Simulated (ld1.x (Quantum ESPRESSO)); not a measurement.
**Varying the TM potential for F**

Base potential:

F, norm-conserving Troullier–Martins (Kleinman–Bylander form), made with ld1.x (Quantum ESPRESSO) 7.5 (PBE, non-relativistic). Core [He], reference 2s2 2p5. Waves: 2p (bound): rc 1.05 bohr; 2s (bound): rc 0.50 bohr. Local part: the s channel. Core correction: a·sin(br)/r model core, default radius (core density twice the valence density).

All-electron outer shells of the reference configuration (PBE, non-relativistic, ld1.x):

```
shell  level (eV)  outermost node (bohr)  outermost maximum (bohr)
   2s      -29.82                   0.24                      0.76
   2p      -11.12                      –                      0.71
```

Cutoffs, loose and tight: the cutoffs (Ry, on a coarse ladder) from which the occupation-weighted sum of valence levels, in a spherical-Bessel basis at the reference potential, stays within 10 and 1 mRy of its value at 400 Ry. They do not see the model core or the augmentation charge, which bear on the density cutoff. Test errors are all-electron minus pseudo excitation energies from the reference, over the configurations 2s2 2p4; 2s2 2p3; 2s2 2p2; 2s2 2p4.5; 2s2 2p1; 2s1 2p5; 2s2 2p5.3. A dash means not determined; rows that change the core or the reference have their own tests.

```csv
change,outcome,"cutoff, loose","cutoff, tight",bound ghosts,largest test error (meV)
base,generated,300 Ry,over 300 Ry,none,+776
wave 2p (bound): rc 1.05 bohr becomes 2p (bound): rc 0.98 bohr,generated,300 Ry,over 300 Ry,none,+591
wave 2p (bound): rc 1.05 bohr becomes 2p (bound): rc 1.08 bohr,generated,300 Ry,over 300 Ry,none,+852
wave 2p (bound): rc 1.05 bohr becomes 2p (bound): rc 1.24 bohr,generated,300 Ry,over 300 Ry,none,+1369
wave 2p (bound): rc 1.05 bohr becomes 2p (bound): rc 1.38 bohr,generated,300 Ry,over 300 Ry,none,+2209
wave 2p (bound): rc 1.05 bohr becomes 2p (bound): rc 1.58 bohr,generated,300 Ry,over 300 Ry,none,+3525
```

Task: What comes out with this change to the base: wave 2p (bound): rc 1.05 bohr becomes 2p (bound): rc 0.72 bohr?

Result: outcome: generated; cutoff, loose: 300 Ry; cutoff, tight: over 300 Ry; bound ghosts: none; largest test error (meV): +218.

Task: What comes out with this change to the base: wave 2p (bound): rc 1.05 bohr becomes 2p (bound): rc 0.86 bohr?

Result: outcome: generated; cutoff, loose: 300 Ry; cutoff, tight: over 300 Ry; bound ghosts: none; largest test error (meV): +382.

Reading the sweep of the p radius (base included, trends over the rows without a ghost): The loose cutoff stays near 300 Ry. The median size of the test errors (rows with all tests solved) is not monotonic: lowest 4.3 meV at 1.05 bohr, highest 96.7 meV at 1.58 bohr.
